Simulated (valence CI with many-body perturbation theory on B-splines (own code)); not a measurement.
Sr XXXIII: calculated level list

Computed by relativistic CI+MBPT: four valence electrons over a frozen Dirac-Fock core [He], radial functions for each j: 11 s, 11 p, 9 d, 7 f, 5 g, 2 h, 1 i, with the one-electron correlation potential Σ1 (screened to all orders), the two-electron term Σ2, the three-electron term Σ3, Breit, model QED; selected single and double excitations, second order for the rest (own B-spline code, finite nucleus).

The last digits are not significant, and no measured levels were compared; by estimate large intervals hold to a few tenths of a per cent, small ones and those within an open d or f shell to about a per cent. Among the levels kept, up to 290 cm⁻¹ of a level comes from second order outside the variational space, and about a tenth of that is noise between levels of different J, which matters for small intervals.

Levels 1 to 45 of 112, with energies above the lowest level, (2s^2 2p1/2^2) J=0. "Leading %" is the weight of the configuration and term that name the level; weights of strongly mixed levels are sums over their largest components and can fall short. In the jj column 3d3/2^4 stands for four electrons in 3d with j = 3/2. Lifetimes count E1, E2, E3, M1 and M2 decay at the calculated energies, and are blank where another channel may lead or the interval is too uncertain; long ones can be off by a factor of two.

```
No.  Configuration  Term  J  E (eV)  Leading %                Leading jj  Lifetime  Second component
  1         2s²2p²    ³P  0     0.0         77       2s^2 2p1/2^2 (98 %)              22 % 2s²2p² ¹S
  2         2s²2p²    ³P  1    64.1        100  2s^2 2p1/2 2p3/2 (100 %)    522 ns                  
  3         2s²2p²    ¹D  2    75.0         53   2s^2 2p1/2 2p3/2 (98 %)    201 μs    46 % 2s²2p² ³P
  4         2s²2p²    ³P  2   146.8         53       2s^2 2p3/2^2 (97 %)    245 ns    46 % 2s²2p² ¹D
  5          2s2p³   ⁵S°  2   170.5         66   2s 2p1/2^2 2p3/2 (79 %)    364 ps    26 % 2s2p³ ³P°
  6         2s²2p²    ¹S  0   172.4         75       2s^2 2p3/2^2 (96 %)    125 ns    22 % 2s²2p² ³P
  7          2s2p³   ³D°  1   215.9         54   2s 2p1/2^2 2p3/2 (88 %)   11.7 ps    24 % 2s2p³ ³P°
  8          2s2p³   ³D°  2   240.4         60   2s 2p1/2 2p3/2^2 (83 %)   36.8 ps    24 % 2s2p³ ⁵S°
  9          2s2p³   ³D°  3   259.5        100  2s 2p1/2 2p3/2^2 (100 %)   45.6 ps                  
 10          2s2p³   ³P°  0   282.2        100  2s 2p1/2 2p3/2^2 (100 %)   11.8 ps                  
 11          2s2p³   ³P°  1   289.0         45   2s 2p1/2 2p3/2^2 (91 %)   7.93 ps    32 % 2s2p³ ³D°
 12          2s2p³   ¹D°  2   297.6         53   2s 2p1/2 2p3/2^2 (81 %)   7.32 ps    24 % 2s2p³ ³D°
 13          2s2p³   ³S°  1   306.8         42   2s 2p1/2 2p3/2^2 (89 %)   4.59 ps    29 % 2s2p³ ¹P°
 14          2s2p³   ³P°  2   354.6         43         2s 2p3/2^3 (83 %)   8.76 ps    43 % 2s2p³ ¹D°
 15          2s2p³   ¹P°  1   389.9         55         2s 2p3/2^3 (90 %)   3.70 ps    28 % 2s2p³ ³S°
 16            2p⁴    ³P  2   426.5         76    2p1/2^2 2p3/2^2 (98 %)   5.81 ps       23 % 2p⁴ ¹D
 17            2p⁴    ³P  0   453.7         52    2p1/2^2 2p3/2^2 (94 %)   4.52 ps       46 % 2p⁴ ¹S
 18            2p⁴    ³P  1   496.2         99      2p1/2 2p3/2^3 (99 %)   4.01 ps                  
 19            2p⁴    ¹D  2   509.0         76      2p1/2 2p3/2^3 (98 %)   4.95 ps       23 % 2p⁴ ³P
 20            2p⁴    ¹S  0   595.4         52            2p3/2^4 (95 %)   3.17 ps       47 % 2p⁴ ³P
 21        2s²2p3s   ³P°  0  2277.1         98      2s^2 2p1/2 3s (98 %)   92.2 fs                  
 22        2s²2p3s   ³P°  1  2279.0         69      2s^2 2p1/2 3s (98 %)   72.7 fs  29 % 2s²2p3s ¹P°
 23        2s²2p3p    ³D  1  2313.0         71   2s^2 2p1/2 3p1/2 (98 %)   5.59 ps   24 % 2s²2p3p ¹P
 24        2s²2p3p    ³P  0  2330.4         73   2s^2 2p1/2 3p1/2 (95 %)   1.16 ps   23 % 2s²2p3p ¹S
 25        2s²2p3p    ³P  1  2339.7         40   2s^2 2p1/2 3p3/2 (93 %)   1.05 ps   29 % 2s²2p3p ³S
 26        2s²2p3p    ³D  2  2342.0         62   2s^2 2p1/2 3p3/2 (96 %)   3.40 ps   22 % 2s²2p3p ¹D
 27        2s²2p3s   ³P°  2  2353.7         96      2s^2 2p3/2 3s (96 %)   69.4 fs                  
 28        2s²2p3s   ¹P°  1  2358.2         68      2s^2 2p3/2 3s (97 %)   57.7 fs  29 % 2s²2p3s ³P°
 29        2s²2p3d   ³F°  2  2374.1         74   2s^2 2p1/2 3d3/2 (98 %)   67.5 fs  20 % 2s²2p3d ¹D°
 30        2s2p²3s    ⁵P  1  2375.9         69      2s 2p1/2^2 3s (80 %)    110 fs   15 % 2s2p²3s ³S
 31        2s²2p3d   ³D°  1  2386.6         54   2s^2 2p1/2 3d3/2 (96 %)   7.69 fs  26 % 2s²2p3d ¹P°
 32        2s²2p3d   ³P°  2  2387.6         44   2s^2 2p1/2 3d5/2 (97 %)   11.8 fs  34 % 2s²2p3d ³D°
 33        2s²2p3d   ³F°  3  2388.1         56   2s^2 2p1/2 3d5/2 (97 %)   14.6 fs  22 % 2s²2p3d ¹F°
 34        2s2p²3s    ³P  0  2391.0         80      2s 2p1/2^2 3s (84 %)   90.2 fs   16 % 2s2p²3s ¹S
 35        2s²2p3p    ³P  1  2396.3         53   2s^2 2p3/2 3p1/2 (92 %)   1.24 ps   16 % 2s²2p3p ³S
 36        2s²2p3p    ³D  2  2399.1         34   2s^2 2p3/2 3p1/2 (92 %)   1.75 ps   32 % 2s²2p3p ³P
 37        2s²2p3p    ³D  3  2411.4         95   2s^2 2p3/2 3p3/2 (95 %)   3.38 ps                  
 38        2s²2p3p    ³S  1  2412.2         48   2s^2 2p3/2 3p3/2 (94 %)   2.90 ps   43 % 2s²2p3p ¹P
 39        2s2p²3p   ⁵D°  0  2412.3         69   2s 2p1/2^2 3p1/2 (85 %)    422 fs  28 % 2s2p²3p ³P°
 40        2s2p²3p   ⁵D°  1  2413.5         39   2s 2p1/2^2 3p1/2 (82 %)    113 fs  25 % 2s2p²3p ³P°
 41        2s2p²3s    ⁵P  2  2423.1         35   2s^2 2p3/2 3p3/2 (52 %)    219 fs   31 % 2s²2p3p ¹D
 42        2s2p²3s    ⁵P  2  2427.5         57  2s 2p1/2 2p3/2 3s (57 %)    188 fs   24 % 2s²2p3p ³P
 43        2s2p²3p   ⁵D°  2  2438.2         35   2s 2p1/2^2 3p3/2 (81 %)    615 fs  32 % 2s2p²3p ⁵P°
 44        2s²2p3p    ¹S  0  2438.5         72   2s^2 2p3/2 3p3/2 (95 %)    702 fs   24 % 2s²2p3p ³P
 45        2s2p²3s    ³P  1  2440.7         78  2s 2p1/2 2p3/2 3s (92 %)   67.2 fs   12 % 2s2p²3s ⁵P
```

The ionisation energy to 2s²2p ²P°1/2 of the next ion comes out as 4060.2 eV (NIST: 4053 ± 4 eV (semi-empirical)). All 112 levels together are meant to be complete up to 2580.7 eV.
